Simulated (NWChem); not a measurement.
Species: C2HBrClF; SMILES F/C=C(\Cl)Br

Results from NWChem. Pople sets run with spherical d functions. The geometry was optimised at PBE0/def2-SVP. Ions are spin-unrestricted doublets at the neutral geometry; other ion states weren't tried.

For level PBE/6-31G*:

```yaml
vertical ionisation energy, ΔSCF (eV): 9.02
"−ε(HOMO) (eV)": 5.88
```

Q: How do the values read with level LDA (Slater exchange, VWN5)/6-31G* instead?

A: 
* **vertical ionisation energy, ΔSCF (eV)**: 9.23
* **−ε(HOMO) (eV)**: 6.03
